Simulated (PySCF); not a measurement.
# Electron correlation in Ga (gallium, neutral)

Starting occupation: [Ar] 3d10 4s2 4p1, 4p3/2 with m_j = +3/2. All numbers are calculated (PySCF 2.14, X2C-1e with screened-nucleus spin-orbit coupling, Gaussian nucleus, in x2c-QZVPPall-2c). Frozen: [Ne]; 21 electrons correlated; the 8 highest virtual spinors left out.

MP2 pair energies summed by pair of shells (mhartree):

```json
{"pair": "3d3/2-3d5/2", "energy": "-205.04", "share (%)": "24.7"}
{"pair": "3d5/2-3d5/2", "energy": "-141.19", "share (%)": "17.0"}
{"pair": "3d5/2-3p3/2", "energy": "-75.01", "share (%)": "9.0"}
{"pair": "3d3/2-3d3/2", "energy": "-59.66", "share (%)": "7.2"}
{"pair": "3d3/2-3p3/2", "energy": "-52.38", "share (%)": "6.3"}
{"pair": "3d5/2-3p1/2", "energy": "-39.82", "share (%)": "4.8"}
{"pair": "3d5/2-3s1/2", "energy": "-30.36", "share (%)": "3.7"}
{"pair": "3d5/2-4s1/2", "energy": "-29.99", "share (%)": "3.6"}
{"pair": "3d3/2-3p1/2", "energy": "-24.08", "share (%)": "2.9"}
{"pair": "3p1/2-3p3/2", "energy": "-22.68", "share (%)": "2.7"}
{"pair": "3p3/2-3p3/2", "energy": "-22.11", "share (%)": "2.7"}
{"pair": "4s1/2-4s1/2", "energy": "-21.09", "share (%)": "2.5"}
{"pair": "3d3/2-3s1/2", "energy": "-20.26", "share (%)": "2.4"}
{"pair": "3d3/2-4s1/2", "energy": "-19.72", "share (%)": "2.4"}
{"pair": "4p3/2-4s1/2", "energy": "-16.87", "share (%)": "2.0"}
{"pair": "3p3/2-3s1/2", "energy": "-13.98", "share (%)": "1.7"}
{"pair": "3p1/2-3s1/2", "energy": "-7.08", "share (%)": "0.9"}
{"pair": "3d5/2-4p3/2", "energy": "-6.17", "share (%)": "0.7"}
{"pair": "3p1/2-3p1/2", "energy": "-5.48", "share (%)": "0.7"}
{"pair": "3p3/2-4s1/2", "energy": "-4.32", "share (%)": "0.5"}
{"pair": "3d3/2-4p3/2", "energy": "-3.92", "share (%)": "0.5"}
{"pair": "3s1/2-3s1/2", "energy": "-3.76", "share (%)": "0.5"}
{"pair": "3p1/2-4s1/2", "energy": "-2.07", "share (%)": "0.2"}
{"pair": "3s1/2-4s1/2", "energy": "-0.84", "share (%)": "0.1"}
{"pair": "3p3/2-4p3/2", "energy": "-0.74", "share (%)": "0.1"}
{"pair": "3p1/2-4p3/2", "energy": "-0.39", "share (%)": "0.0"}
{"pair": "3s1/2-4p3/2", "energy": "-0.17", "share (%)": "0.0"}
```

Total MP2 correlation energy: -829.20 mhartree.

This basis was not built for core-valence correlation, so the inner-shell part is incomplete.
